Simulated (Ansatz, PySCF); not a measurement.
Species: sum formula BNH5, net charge 0, doublet state. It need not be the lowest isomer of its formula. SMILES: [NH2+][BH3-]
Geometry: optimised at B3LYP-D3(BJ)/def2-TZVP (Ansatz, an electronic-structure program).

Wanted: atomisation energy (electronic, to ground-state atoms); the coupled-cluster value holds the core correlation from cc-pwCVTZ, in kcal/mol. Valence correlation only, unless marked. Open shells are spin-unrestricted. Spin-orbit coupling is left out. Non-relativistic. Basis-set limits of correlation are two-point, X^-3; Hartree-Fock from the larger set. [CCSD(T)-MP2]/basis is that difference in the basis named.

Level to compare with: RI-MP2/CBS(aug-cc-pVTZ,aug-cc-pVQZ)+[CCSD(T)-MP2]/aug-cc-pVTZ plus the core term (Ansatz), 507.7 kcal/mol. It is a level with limits of its own, and the differences hold the functionals' basis error too.

**Question.** Rank these functionals by how close they come to RI-MP2/CBS(aug-cc-pVTZ,aug-cc-pVQZ)+[CCSD(T)-MP2]/aug-cc-pVTZ, closest first: revPBE/def2-TZVPD (Ansatz); BP86/def2-TZVPD (PySCF); r2SCANh/def2-TZVPD (Ansatz).

**Answer.** revPBE/def2-TZVPD (GGA, 507.1 kcal/mol, difference -0.6), r2SCANh/def2-TZVPD (hybrid meta-GGA, 512.0 kcal/mol, difference 4.3), BP86/def2-TZVPD (GGA, 534.0 kcal/mol, difference 26.3)
